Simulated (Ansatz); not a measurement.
CH$_{5}$ClSeSi (`ClC[SiH2][SeH]`), relaxed with RKS PBE0-D4/def2-TZVP in Ansatz 0.2.0 from a PBE-D4/def2-SVP geometry. The force threshold is 0.005 eV/Å; the program also tests the step.

Charge 0, multiplicity 1.

Start:

```xyz
9

Cl   -1.418   -0.234   -2.209
C    -0.071   -0.562   -1.043
Si   -0.193    0.696    0.378
Se    1.532    0.414    1.882
H    -0.172   -1.606   -0.686
H     0.891   -0.471   -1.584
H    -0.011    2.081   -0.166
H    -1.531    0.552    1.042
H     0.973   -0.870    2.385
```

```
        step  energy (eV)  largest force (eV/Å)  largest move (Å)
           1  -86853.9857                 0.530             0.000
           2  -86854.0191                 0.178             0.034
           3  -86854.0220                 0.091             0.020
           4  -86854.0229                 0.049             0.013
           5  -86854.0230                 0.035             0.017
6 (rejected)  -86854.0210                 0.088             0.024
           7  -86854.0231                 0.002             0.003
```

End:

```xyz
9

Cl   -1.411   -0.245   -2.172
C    -0.066   -0.554   -1.036
Si   -0.186    0.689    0.369
Se    1.515    0.396    1.861
H    -0.155   -1.582   -0.686
H     0.869   -0.453   -1.585
H    -0.005    2.059   -0.165
H    -1.504    0.544    1.031
H     0.944   -0.853    2.383
```

Run time 28 s (4 threads of an Arm Neoverse V1 on a shared host); peak host memory 0.53 GiB.
